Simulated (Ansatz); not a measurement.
Species: Si$_{6}$H$_{14}$, charge 0, multiplicity 1. 
Structure (B3LYP-D3(BJ)/def2-TZVP (Ansatz, a quantum-chemistry and plane-wave program) minimum search):
SMILES: [SiH3][SiH2][SiH2][SiH2][SiH2][SiH3]
```xyz
20

Si    -3.0968     0.7860     0.3065
Si    -1.5263    -0.5294     1.4449
Si    -0.3702    -1.8592    -0.1011
Si     0.4537    -0.4525    -1.7870
Si     1.4958     1.3755    -0.7539
Si     3.0471     0.5904     0.8176
H     -3.8414     1.6725     1.2335
H     -2.4015     1.6244    -0.6994
H     -4.0661    -0.0864    -0.4006
H     -2.2017    -1.3598     2.4750
H     -0.5539     0.3597     2.1300
H      0.7642    -2.5561     0.5572
H     -1.2857    -2.8836    -0.6662
H     -0.6721     0.0043    -2.6413
H      1.4320    -1.1699    -2.6443
H      0.4621     2.1810    -0.0549
H      2.1697     2.2482    -1.7494
H      4.0777    -0.2334     0.1394
H      3.7194     1.7065     1.5262
H      2.3522    -0.2579     1.8155
```

Basis-set convergence of Hartree-Fock and CCSD correlation energies (hartree) with Ansatz. Valence correlation only, unless marked. No spin-orbit coupling. Non-relativistic.

```json
[
 {"basis": "aug-cc-pV(D+d)Z", "functions": "318", "E(HF)": "-1741.76442", "E(corr, CCSD)": "-0.78234"},
 {"basis": "aug-cc-pV(T+d)Z", "functions": "652", "E(HF)": "[?]", "E(corr, CCSD)": "[?]"}
]
```

Q: Fill in the missing entries.

A: 
- aug-cc-pV(T+d)Z, E(HF): -1741.82892
- aug-cc-pV(T+d)Z, E(corr, CCSD): -0.90437
